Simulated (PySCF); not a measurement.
NMR data simulated for an unnamed compound:

1H NMR (300 MHz, computed): δ 4.87 (m, 1H), 4.60 (s, 3H), 2.43 (m, 1H), 2.41 (m, 1H), 2.40 (d, 1H), 2.05 (m, 1H), 1.88 (m, 1H), 1.84 (m, 1H), 1.82 (m, 1H), 1.72 (m, 1H).

13C{1H} NMR (computed): δ 103.4 (CH), 85.1 (C), 25.2 (CH2), 25.0 (CH2), 24.9 (CH), 23.2 (CH2).

PySCF calculation with PBE0-D3(BJ)/def2-SVP structure and NMR shieldings at B3LYP/pcSseg-1/GIAO; no relativistic terms, no solvent, one conformer, averaged over atoms made equivalent by symmetry, fast rotation or ring inversion.

δ = σ(ref) − σ, references computed at the same level: TMS for 1H and 13C.

**Question.** Which of these does the molecule contain: a vinyl group CH=CH2, a C≡C triple bond, a Si–H bond, a tert-butyl group, a ketone?

**Answer.** 
- A vinyl group CH=CH2: no.
- A C≡C triple bond: yes (δC 103.4, 85.1; δH 2.40 (d)).
- A Si–H bond: yes (δH 4.87 (m)).
- A tert-butyl group: no.
- A ketone: no.

The data belong to SMILES S([Si@H](C#C)C1CCC1)[SiH3], C₆H₁₂SSi₂; they needn't prove each group on their own.

Carbon signals by region: 1 in the sp2 and nitrile region (100–160 ppm), 1 at 50–100 ppm, 4 below 50 ppm.

Shifts are as computed. Against solution values, carbons near 30 ppm lie about +2 ppm off and those near 130 ppm about +6 ppm. Of 1313 compounds with measured shifts, 239 miss one by over three times the rms of a fit or turn the order of signals round; such compounds aren't used in these exercises. No couplings were computed; multiplicities are counted from neighbouring protons, with m where these are inequivalent, close in shift, in a saturated or five-membered ring or joined by F or P, and br s for small geminal =CH2 splittings.
